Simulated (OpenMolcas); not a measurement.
## Sn: CASPT2 settings compared

- Program: OpenMolcas
- Basis: ANO-RCC-VDZ [6s5p2d]
- Scalar Hamiltonian: DKH2, point nucleus
- Active space: 4 electrons in 4 orbitals (5s 5p)
- State averaging: 2S+1 = 3 even, 3 roots; 2S+1 = 1 even, 6 roots kept (CI in the orbitals of an earlier block); 2S+1 = 5 odd, 1 root; 2S+1 = 3 odd, 5 roots kept (CI in the orbitals of an earlier block)
- Spin-orbit coupling: RASSI with atomic mean-field integrals over the reference wave functions, term energies averaged over their components

Methods on the same reference wave functions:
A. CASSCF
B. SS-CASPT2, IPEA 0.15 Eh, imaginary shift 0.1 Eh (closed shells correlated: 4s 4p 4d)
C. SS-CASPT2, IPEA 0.3 Eh, real shift 0.05 Eh (closed shells correlated: 4s 4p 4d)
D. XMS-CASPT2, IPEA 0.5 Eh, real shift 0.5 Eh (closed shells correlated: none)

Energies in cm⁻¹ above 5s² 5p² ³P₀, the measured ground level; measured values from NIST Handbook of Basic Atomic Spectroscopic Data.

```tsv
Level	A	B	C	D	Measured
5s² 5p² ³P₀	0.0	0.0	0.0	0.0	0.0
5s² 5p² ³P₁	1499	1524	1522	1515	1692
5s² 5p² ³P₂	3220	3230	3230	3230	3428
5s² 5p² ¹D₂	10497	10210	10190	10360	8613
5s² 5p² ¹S₀	17516	16730	16780	17010	17162
5s 5p³ ⁵S°₂	28635	30530	30490	29700	39626
```

Deviations, from unrounded energies. A percentage is the sum of absolute deviations over the sum of measured energies, with the sign that they share, or ± where signs differ.

```tsv
Against measurement	Levels	A	B	C	D
mean absolute deviation (cm-1)	5	2700	2300	2300	2400
fine structure of the ground term (%)	2	-7.8	-7.1	-7.2	-7.3
other terms of the ground configuration (%)	2	+8.7	±7.9	±7.6	±7.3
other configurations (%)	1	-27.7	-23.0	-23.1	-25.0
```

B, C lie about equally close to measurement and A furthest from it. The largest miss of C in the table is 5s 5p³ ⁵S°₂, by -9100 cm-1. The ranking rests on the paired levels alone, and a cruder setting can come out closer through cancelling errors.

Among B to D the level of the table that moves most is 5s 5p³ ⁵S°₂, by 830 cm-1 (lowest in D, highest in B). Moves below CASPT2's spread within the term are not significant.

The two smallest mean deviations differ by little beside CASPT2's spread within terms, so their order carries little weight.

From A to B the spin-free energies of the other terms of 5s² 5p² shown, above ³P, scale by factors of 0.94 to 0.96.

The lowest spin-free term lies below A's lowest term by 0.019 hartree in B, 0.018 hartree in C, 0.007 hartree in D.

CASPT2 does not keep the components of a term degenerate, so their means are used; among the terms shown or strongly mixed into the levels shown the widest spread is 52 cm-1 (5s² 5p² ¹D, D). Terms from blocks run as CI alone lack orbitals of their own. Terms of s pⁿ other than that of highest spin mix with s² pⁿ⁻² d, which this space lacks; all of them can be thousands of cm-1 off, and some have no real level of that name. Some terms miss by over 15 % even with CASPT2, which points to a basis or an active space too small for the shells correlated (holds for B; C; D). Computed and measured levels are paired by configuration, term and J; levels that our copy of the source lacks, or whose pairing is in doubt (as where it misses far off the trend of its configuration), stay unpaired and out of the deviations. Only configurations of the active space appear. Levels that lie high or do not pair safely by name in every column are left out.

° marks odd parity.
